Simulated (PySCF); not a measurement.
Isomers of C9H12Si, one GFN2-xTB conformer each. Single-point energies are computed at PBE0/pcSseg-1 (PySCF, gas phase, no added dispersion term), electronic only.

**Question.** Rank them by PBE0/pcSseg-1 energy, lowest first (kcal/mol).
A. `C[C@@H]1[SiH2]C=C1C#CC1CC1`
B. `C=C(C)C#CC1=C[SiH2][C@@H]1C`
C. `C#C[Si@]1(C)C[C@H](C#CC)C1`

**Answer.** B (0.0), C (1.6), A (6.2).

As drawn, the highest has a three-membered ring, which the lowest lacks. Neighbours under 2.5 kcal/mol apart (C=C(C)C#CC1=C[SiH2][C@@H]1C and C#C[Si@]1(C)C[C@H](C#CC)C1) can change places with a better method, another conformer or zero-point energy. GFN2-xTB itself gives, in the same order: 0.5, 21.6, 0.0. GFN2-xTB puts C[C@@H]1[SiH2]C=C1C#CC1CC1 lowest instead; measured from each level's own lowest isomer, the values differ by up to 20.0 kcal/mol (C#C[Si@]1(C)C[C@H](C#CC)C1: 21.6 against 1.6).

**Question.** Which frontier levels, dipoles and rotational constants go with these structures?

**Answer.** 
```csv
SMILES,"HOMO (eV, PBE0/pcSseg-1)",LUMO (eV),dipole (D),"A, B, C (MHz)"
C=C(C)C#CC1=C[SiH2][C@@H]1C,-6.52,-1.50,0.63,"2835, 474.1, 416.1"
C#C[Si@]1(C)C[C@H](C#CC)C1,-6.93,-0.12,0.40,"1935, 578.7, 489.1"
C[C@@H]1[SiH2]C=C1C#CC1CC1,-6.54,-0.89,1.55,"3133, 466.1, 428.1"
```
